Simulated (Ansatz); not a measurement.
Reaction (formal exchange of groups at a Zn–O bond): `[OH][Zn][O][SiH3]` + SiH₄ → `[OH][Zn][SiH3]` + `O[SiH3]`

Calculated with Ansatz (gas phase, PBE0-D4/def2-TZVP geometries, no zero-point term in ΔE). CCSD(T)/CBS adds triple-zeta CCSD(T) − MP2 to the extrapolated MP2 energy (def2 sets, frozen cores). This one scheme is used for every species. Functionals use def2-TZVPP. B3LYP here is the variant with VWN-RPA as its local correlation; programs differ in this. HSE06 is defined as in plane-wave codes. For Zn outer-core shells are correlated without core-valence functions, which leaves a few kJ/mol of doubt a bond. Scalar relativity is left out up to krypton. One conformer a species, not always the lowest.

Q: Is it downhill or uphill in electronic energy at CCSD(T)/CBS, and by how much? (Best estimate.)

A: The calculation gave: Uphill: ΔE = +24.4 kJ/mol.

Q: What do these levels give: BLYP-D4, PBE0-D4, HSE06-D4, B3LYP, r2SCAN0, CCSD(T)/def2-TZVPP? (Estimate.)

A: The calculation gave: BLYP-D4 14.1, PBE0-D4 5.8, HSE06-D4 5.9, B3LYP 15.6, r2SCAN0 15.0, CCSD(T)/def2-TZVPP 29.1 kJ/mol.

Largest T1 diagnostic among the species: 0.016.

From BLYP to BHLYP (50 % exact exchange), in def2-TZVPP and without D4, ΔE moves by +12.4 kJ/mol. Leaving LDA and LC-ωPBE aside and taking each functional with its dispersion term where it has one, the values, not all of them listed here, spread over 25.2 kJ/mol, from PBE-D4 to BHLYP-D4. At CCSD(T), def2-SVP lies +15.9 kJ/mol from the extrapolated value and def2-TZVPP +4.6 kJ/mol.
